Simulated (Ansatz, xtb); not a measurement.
**H4NSiSn: which of two structures lies lower**

We compare a, a doublet given by its coordinates, with b, a doublet given by its coordinates. Both are isolated molecules in the gas phase, relaxed with B3LYP-D3(BJ)/def2-SVP.

a (Å):

```yaml
atoms:
  - { symbol: N, position_ang: [-1.1740, 2.7151, -0.3495] }
  - { symbol: Si, position_ang: [0.0655, -0.4104, -0.4572] }
  - { symbol: Sn, position_ang: [0.1540, 1.9075, -1.6902] }
  - { symbol: H, position_ang: [-1.5046, 3.6742, -0.4229] }
  - { symbol: H, position_ang: [-1.6012, 2.2438, 0.4442] }
  - { symbol: H, position_ang: [1.0483, -1.5113, -0.7201] }
  - { symbol: H, position_ang: [-0.4504, -0.5825, 0.9437] }
```

Close contacts (Å): N1–Sn3 2.05, Si2–Sn3 2.63, N1–H4 1.02, N1–H5 1.02, Si2–H6 1.50, Si2–H7 1.50.

b (Å):

```xyz
7

N    -1.1709    1.3545   -0.2093
Si   -0.5354   -0.3062   -0.7548
Sn    1.2523    1.6807   -0.3669
H    -1.7852    1.9181   -0.7960
H    -1.4230    1.4728    0.7712
H     1.2382    1.4850    1.4136
H    -0.9647   -0.1445   -2.2072
```

Close contacts (Å): N1–Si2 1.86, N1–Sn3 2.45, Si2–Sn3 2.70, N1–H4 1.02, N1–H5 1.02, Si2–H7 1.52, Sn3–H6 1.79.

Question: Estimate which is lower in electronic energy at CCSD(T)/def2-SVP, and by roughly how much.

Answer: The CCSD(T)/def2-SVP calculation puts structure b lower, by 2.9 kcal/mol.

The same difference at several levels:

```
                level               geometry  E(b) − E(a) (kcal/mol)  departure from the last row (kcal/mol)  job, with rough time for the two
             GFN2-xTB               GFN2-xTB                      −0.4                                    +2.5              optimisation, 0.43 s
            HF/STO-3G               GFN2-xTB                      +0.6                                    +3.5               single point, 3.4 s
   r2SCAN-D4/def2-SVP               GFN2-xTB                      −2.9                                     0.0               single point, 9.3 s
B3LYP-D3(BJ)/def2-SVP  B3LYP-D3(BJ)/def2-SVP                      −3.4                                    −0.5               optimisation, 4 min
          HF/def2-SVP  B3LYP-D3(BJ)/def2-SVP                      −0.8                                    +2.1           part of the CCSD(T) run
         MP2/def2-SVP  B3LYP-D3(BJ)/def2-SVP                      −1.3                                    +1.6           part of the CCSD(T) run
     CCSD(T)/def2-SVP  B3LYP-D3(BJ)/def2-SVP                      −2.9                                                        single point, 40 s
```

HF/STO-3G puts the two in the other order. GFN2-xTB finds them nearly level. The largest departure from CCSD(T)/def2-SVP is that of HF/STO-3G, 3.5 kcal/mol.

With harmonic frequencies from B3LYP-D3(BJ)/def2-SVP (ideal gas, rigid rotor, one conformer each, 298.15 K, 1 atm): the zero-point term adds +0.9 kcal/mol; ΔH is −2.8 and ΔG −1.0 kcal/mol.

Open shells are spin-unrestricted, with notable spin contamination under HF/def2-SVP, MP2/def2-SVP, CCSD(T)/def2-SVP. The correlated steps freeze 10 core orbitals; the filled d shell of Sn is correlated, in a basis made for valence electrons. Atoms past krypton carry core potentials in the def2 sets, other sets are all-electron and non-relativistic, and no spin–orbit term is included. Run with Ansatz 0.2.0, xtb 6.7.1; the last row on 1 thread of AMD EPYC 7R43 64-Core Processor (Zen 3) on a shared host.
